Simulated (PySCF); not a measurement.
How methods differ on the ionisation energy of Sr

Sr [Kr] 5s2 (1S) → Sr⁺ [Kr] 5s1 (2S), as a difference of total energies. All numbers are calculated (PySCF 2.14, a scalar-relativistic core potential, in def2-SVP with the def2 core potential (28 electrons) (4s3p2d, 23 functions)). Correlated levels: valence: 4s2 4p6 frozen. The calculations carry no spin-orbit coupling.

Question: Order these methods by the ionisation energy they give, lowest first.
A. UHF
B. SCS-MP2 (valence)
C. BP86
D. CCSD (valence)

Answer: A (4.741 eV), B (5.260 eV), D (5.410 eV), C (5.816 eV).

Errors of the correlated levels include the incompleteness of this basis and the frozen core.

With two correlated electrons CCSD is exact in that space.

For comparison: 5.695 eV (measured; NIST Atomic Spectra Database, ionization energies).
